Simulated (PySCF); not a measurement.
Assigning NMR signals

Bonds (- single, = double, # triple, : aromatic): C1-O2 1.415 Å, O2-C3 1.390 Å, C3-C4 1.537 Å, C4-F5 1.343 Å, C4-F6 1.343 Å, C4-F7 1.334 Å. C1 carries H8, H9, H10; C3 carries H11, H12.

Method: GIAO PBE0/pcSseg-1 shieldings, B3LYP/pcJ-1 coupling constants (spin–dipole term only in couplings to heteroatoms), geometry: GFN2-xTB, in PySCF (rapidly exchanging positions averaged, isolated molecule, relativity neglected, one computed conformer).

Scale: ¹³C and ¹H against TMS (reference shieldings calculated alike).

**Question.** Assign these signals to the numbered atoms. ¹³C{¹H} NMR (computed): δ 133.8 (C, q, J = 354.0 Hz), 75.1 (CH2, q, J = 31.7 Hz), 61.7 (CH3).

**Answer.** 
| δ (ppm) | atoms | environment | reason |
| --- | --- | --- | --- |
| 133.8 | C4 | CF3 carbon | 3 electronegative neighbours deshield it |
| 75.1 | C3 | sp3 CH2 bonded to O | pulled downfield by the heteroatom |
| 61.7 | C1 | methyl carbon bonded to O | the inductive effect lowers its shielding |

**Question.** Assign these signals to the numbered atoms. ¹H NMR (300 MHz, computed): δ 3.93 (q, J = 8.3 Hz, 2H), 3.64 (q, J = 1.5 Hz, 3H).

**Answer.** 
3.93 → H11/H12, hydrogen on an sp3 CH2 bonded to O: its carbon carries O, hence the downfield position
3.64 → H8/H9/H10, hydrogen on a methyl carbon bonded to O: its carbon carries O, hence the downfield position

C–F couplings over four or more bonds (about 3 Hz to the para carbon of a fluoroarene) are left out. Common functionals overestimate the size of one-bond C–F couplings by tens of Hz; these are unscaled. Multiplet labels drop couplings under 1 Hz and merge nearly equal ones. Shifts are as computed. Against solution values, carbons near 30 ppm lie about +3 ppm off and those near 130 ppm about +5 ppm. Of 1211 compounds with measured shifts, 218 miss one by over three times the rms of a fit or turn the order of signals round; such compounds aren't used in these exercises.
